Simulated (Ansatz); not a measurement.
## How methods differ on HBr (hydrogen bromide)

HBr: 2 atoms, total charge 0, spin state singlet. SMILES: `Br`. The shape was relaxed beforehand at PBE0/def2-SVP.

```xyz
2

Br   -0.6038    0.2182   -0.3053
H     0.6038   -0.2182    0.3053
```

Quantity: the adiabatic ionisation energy (to the doublet cation, shapes relaxed at PBE0/def2-SVP, no zero-point term), in eV. The values are calculated.

| level | kind | program | value (eV) | less CCSD(T)/def2-TZVPP |
| --- | --- | --- | --- | --- |
| SVWN5/def2-TZVPP | LDA | Ansatz | 11.96 | +0.31 |
| PBE/def2-TZVPP | GGA | Ansatz | 11.68 | +0.03 |
| B3LYP/def2-TZVPP | global hybrid | Ansatz | 11.78 | +0.13 |
| CAM-B3LYP/def2-TZVPP | range-separated hybrid | Ansatz | 11.78 | +0.13 |
| wB97M-V/def2-TZVPP | range-separated hybrid | Ansatz | 11.68 | +0.03 |
| RPA@PBE/def2-TZVPP | RPA | Ansatz | 11.70 | +0.05 |
| MP2/def2-TZVPP | perturbation theory | Ansatz | 11.71 | +0.06 |
| CCSD(T)/def2-TZVPP | coupled cluster or CI | Ansatz | 11.65 | 0.00 |

Differences are taken from CCSD(T)/def2-TZVPP for orientation; it has basis-set and higher-order errors of its own. All-electron rows without a relativistic Hamiltonian named are non-relativistic. Spin-orbit coupling is left out. The values span 11.65 to 11.96 eV. In the correlated wave-function rows the outer d shell of Br is correlated, in sets not made for it.
